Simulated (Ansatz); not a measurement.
Consider the ligand exchange at the Sn–C bond: `[CH3][SnH2][SiH3]` + `[OH][AlH2]` → `[AlH2][O][SnH2][SiH3]` + CH₄.

Isolated molecules relaxed with PBE0-D4/def2-TZVP in Ansatz; ΔE leaves out vibrations. CCSD(T)/CBS adds triple-zeta CCSD(T) − MP2 to the extrapolated MP2 energy (def2 sets, frozen cores). This one scheme is used for every species. def2 core potentials past Kr. For Sn outer-core shells are correlated without core-valence functions, which leaves a few kJ/mol of doubt a bond. One conformer a species, not always the lowest.

| species | CCSD(T)/CBS(def2) energy (Eh) |
| --- | --- |
| `[CH3][SnH2][SiH3]` | -545.95552 |
| `[OH][AlH2]` | -319.03157 |
| `[AlH2][O][SnH2][SiH3]` | -824.54542 |
| CH₄ | -40.46206 |

Question: Work out ΔE.

Answer: ΔE = (-824.54542) + (-40.46206) − (-545.95552) − (-319.03157) = -0.02039 Eh = -53.5 kJ/mol.

Question: What do rigid-rotor, harmonic-oscillator terms from PBE0-D4/def2-TZVP frequencies (298.15 K, 1 bar) make of the CCSD(T)/CBS value? (An estimate is asked.)

Answer: Computed: ΔZPE = -0.9 kJ/mol, ΔH = -52.1 kJ/mol, ΔS = -18 J/(mol·K), ΔG = -46.9 kJ/mol. Modes under 50 cm⁻¹ make the entropy rough.

Largest T1 diagnostic among the species: 0.014.

The D4 term adds −3.8 kJ/mol with B3LYP and −2.3 kJ/mol with PBE0; it sums over pairs of atoms, weighted by their polarisabilities, and B3LYP, whose exchange is more repulsive, gets the larger term. At CCSD(T), def2-SVP lies −11.9 kJ/mol from the extrapolated value and def2-TZVPP +2.4 kJ/mol. From r2SCAN to r2SCAN0 (25 % exact exchange), in def2-TZVPP and without D4, ΔE moves by +4.3 kJ/mol.

B3LYP here is the variant with VWN-RPA as its local correlation; programs differ in this.
